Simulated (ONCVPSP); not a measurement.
## Plane-wave convergence, ONCV potential for oxygen (O)

```json
{
  "Element": "O (Z = 8)",
  "Generator": "ONCVPSP 4.0.1",
  "Type": "optimised norm-conserving Vanderbilt (ONCV)",
  "Functional": "PBE",
  "Relativity": "non-relativistic",
  "Frozen core": "[He]",
  "Valence charge": "6",
  "Reference configuration": "2s2 2p4",
  "Partial waves": "2s: rc 0.95 bohr, ncon 4, nbas 9, qcut 6.8 1/bohr, 2 projectors, debl 1.2 Ha; 2p: rc 1.05 bohr, ncon 4, nbas 8, qcut 8 1/bohr, 2 projectors, debl 2.8 Ha; d scattering state at 0.03 Ha: rc 0.80 bohr, ncon 4, nbas 9, qcut 10.4 1/bohr, 2 projectors, debl 2.8 Ha",
  "Local potential": "polynomial inside 0.75 bohr (lpopt 5, dvloc0 6 Ha)",
  "Core correction": "Teter function fitted to the true core (icmod 2), fcfact 0.45"
}
```

Q: For each optimised wave give the share of its norm inside rc, the residual kinetic energy above qcut (Ha) and the cutoffs (Ha) for errors of 10, 1, 0.1 and 0.01 mHa per electron.

A:

| wave | norm inside rc | residual KE | 10 mHa | 1 mHa | 0.1 mHa | 0.01 mHa |
| --- | --- | --- | --- | --- | --- | --- |
| 2s | 0.411 | 4.0e-03 | 18.2 | 81.8 | 249.3 | 289.2 |
| s projector 2 | 0.061 | 9.0e-04 | 5.5 | 22.7 | 77.2 | 313.8 |
| 2p | 0.465 | 4.4e-03 | 28.4 | 91.7 | 179.6 | 229.7 |
| p projector 2 | 0.078 | 5.1e-03 | 29.0 | 40.0 | 107.3 | 188.4 |
| d projector 1 | 0.000 | 1.8e-06 | 0.0 | 0.0 | 0.1 | 0.6 |
| d projector 2 | 0.027 | 7.0e-05 | 16.6 | 33.3 | 51.4 | 71.7 |

The occupied waves need 92 Ha and 249 Ha for 1 and 0.1 mHa. Rows with under 1 % of the norm inside rc give no meaningful cutoff. Its largest configuration-test error is +463 meV.
